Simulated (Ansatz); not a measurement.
Cost and result up the ladder for Al₆As (7 atoms). Charge 0, multiplicity 2. Geometry: PBE0-D4/def2-SVP.

Cartesian coordinates in Å:
```
As 0.2007 -1.2882 0.8851
Al -1.5768 -1.1235 -0.8540
Al -1.4996 0.4496 1.4254
Al 0.8015 1.3279 0.6392
Al 2.8137 -0.7480 0.4139
Al 0.7277 -0.1515 -1.5033
Al -1.4672 1.5336 -1.0063
```

Ansatz on 4 threads of Arm Neoverse V2 on a shared host. Times are rough, and most runs start from the orbitals of an earlier one. PBE0-D4/def2-TZVP serves as the yardstick here, not as an exact answer. Binding counts from free atoms at the same level (As quartet, Al doublet; other spins of the atoms weren't run), without zero-point energy or a counterpoise term.

Correlated methods freeze 39 core orbitals; core or outer-core shells of As are correlated, in sets that lack core-valence functions. Another isomer (doublet) lies 0.04 eV lower at PBE0-D4/def2-TZVP; other spin states weren't run for this one.

Run but left out: CCSD(T)/def2-SVP (⟨S²⟩ 2.11, where a pure state has 0.75).

Correlated methods converge slowly with the basis.

| level | functions | wall time |
| --- | --- | --- |
| PBE-D4/def2-TZVP (with forces) | 270 | 12 s |
| B2PLYP/def2-TZVP | 270 | 47 s |
| r2SCAN-D4/def2-TZVP | 270 | 83 s |
| PBE0-D4/def2-TZVP | 270 | 1.7 min |

Problem. Estimate what each level gives for the binding energy per atom (eV).

Solution. 
| level | binding energy per atom (eV) | difference from PBE0-D4/def2-TZVP (eV) |
| --- | --- | --- |
| PBE-D4/def2-TZVP (with forces) | 2.43 | 0.10 |
| B2PLYP/def2-TZVP | 2.13 | -0.21 |
| r2SCAN-D4/def2-TZVP | 2.39 | 0.06 |
| PBE0-D4/def2-TZVP | 2.33 | 0.00 |
